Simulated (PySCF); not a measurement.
# TDDFT excited states: C5H11FSi

Species: C5H11FSi.
SMILES: `CC/C=C/C[SiH2]F`

Theory: TDDFT CAM-B3LYP/def2-SVPD, vertical, gas phase, core orbitals frozen in the response in PySCF. Isolated species at its GFN2-xTB geometry (one conformer only). Torsions of this conformer, `[CH3:1][CH2:2]/[CH:3]=[CH:4]/[CH2:5][SiH2:6][F:7]`: C1–C2–C3–C4 115°, C3–C4–C5–Si6 -112°, C4–C5–Si6–F7 -179°.

```tsv
state	E (eV)	λ (nm)	f	|μ| (D)	main configurations (H = HOMO, L = LUMO)
S1	6.31	196.5	0.177	2.72	H→L (93%)
S2	6.87	180.5	0.051	1.40	H→L+1 (49%), H→L+2 (44%)
S3	7.15	173.4	0.107	1.99	H→L+4 (63%), H→L+2 (15%), H→L+1 (12%)
S4	7.30	169.8	0.216	2.80	H→L+1 (30%), H→L+2 (28%), H→L+4 (19%)
S5	7.49	165.6	0.012	0.65	H→L+3 (72%), H→L+5 (16%)
S6	7.91	156.8	0.0076	0.50	H→L+5 (57%), H→L+3 (18%), H→L+4 (11%)
S7	8.06	153.7	0.0041	0.37	H-1→L (68%)
S8	8.25	150.2	0.012	0.62	H-2→L (79%)
```

Triplets, Tamm–Dancoff:

| state | E (eV) | λ (nm) | main configurations (H = HOMO, L = LUMO) |
| --- | --- | --- | --- |
| T1 | 4.29 | 289.0 | H→L (51%), H→L+2 (23%) |
| T2 | 6.42 | 193.2 | H→L+2 (48%), H→L (34%) |
| T3 | 6.87 | 180.6 | H→L+1 (75%) |

The lowest singlet comes at 197 nm (609 kJ/mol) in the vacuum ultraviolet; it is strong; its leading configuration is HOMO→LUMO (93%). The strongest level in the table is S4 at 7.30 eV (170 nm, f = 0.216). Löwdin shares by element: HOMO carbon 77% or more (atoms not listed hold the other 23%); LUMO carbon 34% or more, silicon 24% (atoms not listed hold the other 41%). Of the 8 states listed, 6 reach f = 0.01 and none stays under 0.0005. The oscillator strengths of these states sum to 0.587; summed over the whole spectrum of an exact calculation they would give the number of electrons, 64 (Thomas–Reiche–Kuhn). Weighted by f, the mean energy of these states is 6.97 eV. Only the lowest 8 singlets were computed, as vertical energies without vibronic structure.
